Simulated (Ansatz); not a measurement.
Start from `[CH3][GaH][CH2]F` and change one atom or group to get `[NH2][GaH][CH2]F`.

Ansatz, PBE0-D4/def2-TZVP geometries, multiplicity 1. Each molecule was computed in one conformer, which needn't be the lowest.

Scalar relativity is left out up to krypton.

```json
{"property": "LUMO energy (PBE/def2-TZVPP) / eV", "`[CH3][GaH][CH2]F`": "-2.02"}
{"property": "LUMO energy (ωB97M-V/def2-TZVPP) / eV", "`[CH3][GaH][CH2]F`": "0.43"}
{"property": "size of the dipole moment (PBE/def2-TZVPP) / D", "`[CH3][GaH][CH2]F`": "1.04"}
{"property": "HOMO energy (PBE/def2-TZVPP) / eV", "`[CH3][GaH][CH2]F`": "-6.15"}
{"property": "HOMO–LUMO gap (ωB97M-V/def2-TZVPP) / eV", "`[CH3][GaH][CH2]F`": "10.19"}
{"property": "HOMO energy (ωB97M-V/def2-TZVPP) / eV", "`[CH3][GaH][CH2]F`": "-9.76"}
```

**Question.** What does the change do to each property? (Estimate.)

**Answer.** Ansatz gave: 
```json
{"property": "LUMO energy (PBE/def2-TZVPP) / eV", "`[NH2][GaH][CH2]F`": "-1.35", "shift": "0.67"}
{"property": "LUMO energy (ωB97M-V/def2-TZVPP) / eV", "`[NH2][GaH][CH2]F`": "1.10", "shift": "0.67"}
{"property": "size of the dipole moment (PBE/def2-TZVPP) / D", "`[NH2][GaH][CH2]F`": "2.51", "shift": "1.47"}
{"property": "HOMO energy (PBE/def2-TZVPP) / eV", "`[NH2][GaH][CH2]F`": "-6.12", "shift": "0.03"}
{"property": "HOMO–LUMO gap (ωB97M-V/def2-TZVPP) / eV", "`[NH2][GaH][CH2]F`": "10.97", "shift": "0.78"}
{"property": "HOMO energy (ωB97M-V/def2-TZVPP) / eV", "`[NH2][GaH][CH2]F`": "-9.87", "shift": "-0.11"}
```

Dipoles are sizes alone; their direction can turn.
